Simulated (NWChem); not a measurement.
## A calculation on HB

```xyz
2

B      0.0000     0.0000     0.2087
H      0.0000     0.0000    -1.0435
```
Charge 0, spin multiplicity 1.

Program: NWChem. All single points use one geometry, from PBE0/def2-SVP, a minimum by its harmonic frequencies.

Symmetry labels belong to the abelian group C2v used in the runs, with the axes of the coordinates shown; states degenerate in a higher group split over its labels.

The structure started from a generated list of species.

Problem. List the lowest 6 singlet excitations that TD-PBE/def2-SVPD gives, with oscillator strengths.

Solution. 
| state | symmetry | energy (eV) | wavelength (nm) | f |
|---|---|---|---|---|
| 1 | b1 | 2.65 | 468 | 0.021 |
| 2 | b2 | 2.65 | 468 | 0.021 |
| 3 | a1 | 6.09 | 204 | 0.118 |
| 4 | a1 | 8.83 | 140 | 0.259 |
| 5 | b1 | 8.83 | 140 | 0.003 |
| 6 | b2 | 8.83 | 140 | 0.003 |
